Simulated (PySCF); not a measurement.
**SMILES FC(F)(F)C([SiH3])=C=C[SiH3], C4H7F3Si2**

Molfile (atoms numbered from 1):
```
C4H7F3Si2
     RDKit          3D

 16 15  0  0  0  0  0  0  0  0999 V2000
    2.1638   -1.3374   -1.4520 F   0  0  0  0  0  0  0  0  0  0  0  0
    1.7829   -1.2488   -0.1709 C   0  0  0  0  0  0  0  0  0  0  0  0
    1.1147   -2.3602    0.1300 F   0  0  0  0  0  0  0  0  0  0  0  0
    2.9012   -1.2385    0.5640 F   0  0  0  0  0  0  0  0  0  0  0  0
    0.9764   -0.0021    0.0565 C   0  0  0  0  0  0  0  0  0  0  0  0
    1.6744    1.6779   -0.4470 Si  0  0  0  0  0  4  0  0  0  0  0  0
   -0.2150   -0.0807    0.6025 C   0  0  0  0  0  0  0  0  0  0  0  0
   -1.4216   -0.1323    1.0966 C   0  0  0  0  0  0  0  0  0  0  0  0
   -2.9392   -0.3452    0.0022 Si  0  0  0  0  0  4  0  0  0  0  0  0
    1.8378    1.7453   -1.9284 H   0  0  0  0  0  0  0  0  0  0  0  0
    3.0030    1.8877    0.1982 H   0  0  0  0  0  0  0  0  0  0  0  0
    0.7047    2.7120    0.0100 H   0  0  0  0  0  0  0  0  0  0  0  0
   -1.5410   -0.0627    2.1860 H   0  0  0  0  0  0  0  0  0  0  0  0
   -4.1492   -0.3102    0.8741 H   0  0  0  0  0  0  0  0  0  0  0  0
   -3.0111    0.7615   -0.9970 H   0  0  0  0  0  0  0  0  0  0  0  0
   -2.8822   -1.6496   -0.7202 H   0  0  0  0  0  0  0  0  0  0  0  0
  1  2  1  0
  2  3  1  0
  2  4  1  0
  2  5  1  0
  5  6  1  0
  5  7  2  0
  7  8  2  0
  8  9  1  0
  6 10  1  0
  6 11  1  0
  6 12  1  0
  8 13  1  0
  9 14  1  0
  9 15  1  0
  9 16  1  0
M  END
```

Method used: TDDFT CAM-B3LYP/aug-cc-pVDZ circular dichroism and optical rotation, one conformer, gas phase (PySCF). Geometry: PBE0-D3(BJ)/def2-SVP.

No stereocentre is labelled: unless the shape is locked (an allene, a helicene, a hindered biaryl), the mirror image is equally populated and a measured rotation or CD is zero.

Q: Give the optical rotatory dispersion at 633, 589.3, 546, 436, 405, 365, 355 nm.

A: [α] in deg dm⁻¹ (g/mL)⁻¹:
| λ (nm) | origin-invariant length gauge | modified velocity gauge | length gauge (centre of mass) | isotropic polarisability (au) |
| --- | --- | --- | --- | --- |
| 633 | +151.0 | +159.6 | +156.5 | 115.7 |
| 589.3 | +179.1 | +189.2 | +185.6 | 116.4 |
| 546 | +216.0 | +228.0 | +223.7 | 117.2 |
| 436 | +390.8 | +411.9 | +404.1 | 120.6 |
| 405 | +483.4 | +509.1 | +499.4 | 122.3 |
| 365 | +666.5 | +701.0 | +687.7 | 125.2 |
| 355 | +730.0 | +767.5 | +752.9 | 126.1 |

Q: And for the mirror image at 589.3 nm?

A: -179.1 deg dm⁻¹ (g/mL)⁻¹ (origin-invariant length gauge): the same size and the opposite sign.

Q: What is the molar rotation [Φ] = [α]·M/100 of the geometry above at 589.3 nm?

A: With M = 168.26 g/mol, +301.3 deg cm² dmol⁻¹ (origin-invariant length gauge).

The first excitation lies at 5.53 eV (224 nm) with R = -1.0 × 10⁻⁴⁰ esu² cm² (velocity form).
